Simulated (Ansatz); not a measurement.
One change: `OB(Cl)C=S` becomes `COB(O)Cl`.

Ansatz, PBE0-D4/def2-TZVP geometries, multiplicity 1. Each molecule was computed in one conformer, which needn't be the lowest.

```json
{"property": "HOMO energy (PBE/def2-TZVPP) / eV", "`OB(Cl)C=S`": "-5.97"}
{"property": "HOMO–LUMO gap (B3LYP/def2-TZVPP) / eV", "`OB(Cl)C=S`": "3.27"}
{"property": "HOMO energy (B3LYP/def2-TZVPP) / eV", "`OB(Cl)C=S`": "-7.00"}
{"property": "LUMO energy (PBE0/def2-TZVPP) / eV", "`OB(Cl)C=S`": "-3.56"}
{"property": "size of the dipole moment (PBE/def2-TZVPP) / D", "`OB(Cl)C=S`": "1.09"}
{"property": "LUMO energy (ωB97M-V/def2-TZVPP) / eV", "`OB(Cl)C=S`": "-1.37"}
```

**Question.** What does the change do to each property? (Best estimate.)

**Answer.** Computed: 
| property | `COB(O)Cl` | shift |
| --- | --- | --- |
| HOMO energy (PBE/def2-TZVPP) / eV | -7.36 | -1.39 |
| HOMO–LUMO gap (B3LYP/def2-TZVPP) / eV | 9.09 | 5.82 |
| HOMO energy (B3LYP/def2-TZVPP) / eV | -8.71 | -1.71 |
| LUMO energy (PBE0/def2-TZVPP) / eV | 0.75 | 4.31 |
| size of the dipole moment (PBE/def2-TZVPP) / D | 2.36 | 1.27 |
| LUMO energy (ωB97M-V/def2-TZVPP) / eV | 2.09 | 3.46 |

With PBE0 the HOMO falls by 1.72 eV and the LUMO rises by 4.31 eV, so the gap widens by about 6.03 eV. PBE moves the HOMO by -1.39 eV and ωB97M-V by -1.93 eV. Dipoles are sizes alone; their direction can turn.

B3LYP here is the variant with VWN-RPA as its local correlation; programs differ in this.
